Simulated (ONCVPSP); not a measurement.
**u(r) = r·R(r): atom against pseudo-atom (Yb)**

Columns: radius, all-electron u(r) and pseudo u(r) of the 5d shell (level -2.17 eV) of ytterbium in the configuration [Xe] 4f13 5d1 6s1.75 6p0.25; PBEsol, scalar-relativistic, ONCV scheme, ONCVPSP 4.0.1.

```tsv
r (bohr)	all-electron	pseudo
0.178	0.1037	0.0041
0.355	-0.2134	0.0300
0.533	-0.1877	0.0903
0.710	0.0155	0.1824
0.888	0.2235	0.2929
1.065	0.3827	0.4012
1.243	0.4913	0.4921
1.420	0.5576	0.5559
1.598	0.5932	0.5928
1.775	0.6069	0.6073
1.953	0.6059	0.6062
2.130	0.5953	0.5954
2.308	0.5786	0.5786
2.485	0.5585	0.5584
2.662	0.5364	0.5364
2.840	0.5134	0.5133
3.018	0.4899	0.4899
3.195	0.4665	0.4665
3.373	0.4431	0.4431
3.550	0.4203	0.4203
3.728	0.3978	0.3977
3.905	0.3759	0.3759
4.083	0.3546	0.3546
4.260	0.3342	0.3341
4.438	0.3143	0.3143
4.615	0.2953	0.2953
```

(1) How many radial nodes do the two functions have?

(2) Where does each function peak?

(3) Is the pseudo-wave norm-conserving?

## Answers

(1) The all-electron 5d function has n − l − 1 = 2; the pseudo-wave has 0, since the states of the same l below it are removed with the core.

(2) Outermost all-electron maximum near 1.77 bohr, pseudo maximum near 1.77 bohr (to the table’s step).

(3) Yes: the ONCV scheme keeps the norm inside the radius equal to the all-electron one, which fixes the energy derivative of the logarithmic derivative at the level.
